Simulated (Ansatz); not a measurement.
Relaxation of BClH₉N₃Si (15 atoms, charge 0, multiplicity 1), to a largest force component of 0.03 eV/Å in at most 50 steps.

Method: RKS revPBE/6-31G* (Ansatz 0.2.0).

```xyz
15
Properties=species:S:1:pos:R:3
B 0.208 -0.571 -0.180
N -0.661 0.533 2.196
H -1.270 0.627 3.024
H 0.131 1.171 2.365
Cl 1.493 0.707 -0.263
N -0.949 -0.426 -0.989
H -1.783 -0.980 -0.798
H -1.184 0.495 -1.355
N 0.494 -1.812 0.617
H -0.267 -2.495 0.575
Si 1.985 -2.427 1.329
H 2.006 -3.919 1.137
H 3.184 -1.809 0.690
H 2.064 -2.180 2.813
H -0.249 -0.426 2.248
```

**Question.** Where does it end, and by what steps?

**Answer.** The run converged. The force dipped under the threshold on the way, but the program's further checks kept it going. After 49 steps the energy has fallen by 0.510 eV; H4 moved furthest, 2.85 Å.

```
step  energy less start (eV)  largest force component (eV/Å)  accepted
   0                  0.0000                           1.176       yes
   2                 -0.1667                           0.476       yes
   4                 -0.2226                           0.318       yes
   6                 -0.2553                           0.140       yes
   8                 -0.2599                           0.065       yes
  10                 -0.2710                           0.150       yes
  12                 -0.2787                           0.163       yes
  14                 -0.2674                           0.618        no
  16                 -0.2831                           0.026       yes
  18                 -0.2860                           0.226       yes
  20                 -0.2912                           0.106       yes
  22                 -0.2928                           0.720        no
  24                 -0.3074                           0.123       yes
  26                 -0.3241                           0.748       yes
  28                 -0.3873                           0.119       yes
  30                 -0.4143                           0.566       yes
  32                 -0.4387                           0.246       yes
  34                 -0.4720                           0.173       yes
  36                 -0.4778                           0.137       yes
  38                 -0.4851                           0.284       yes
  40                 -0.4960                           0.206       yes
  42                 -0.5028                           0.121       yes
  44                 -0.5076                           0.053       yes
  46                 -0.5089                           0.036       yes
  48                 -0.5097                           0.037       yes
  49                 -0.5099                           0.019       yes
```

```xyz
15
Properties=species:S:1:pos:R:3
B 0.816 -0.711 -0.288
N -2.059 0.445 2.330
H -2.654 -0.362 2.557
H -2.709 1.227 2.179
Cl 1.801 -0.737 -1.822
N -0.279 0.174 -0.207
H -0.882 0.263 0.626
H -0.520 0.788 -0.980
N 1.216 -1.608 0.767
H 0.641 -1.573 1.611
Si 2.556 -2.754 0.814
H 2.466 -3.414 2.164
H 2.464 -3.820 -0.238
H 3.903 -2.100 0.700
H -1.558 0.672 3.197
```

Whether the end is a true minimum wasn't checked by a vibrational analysis.

Time of the run: 86 s on 4 threads of Arm Neoverse V1 (shared host), peak memory 0.18 GiB.
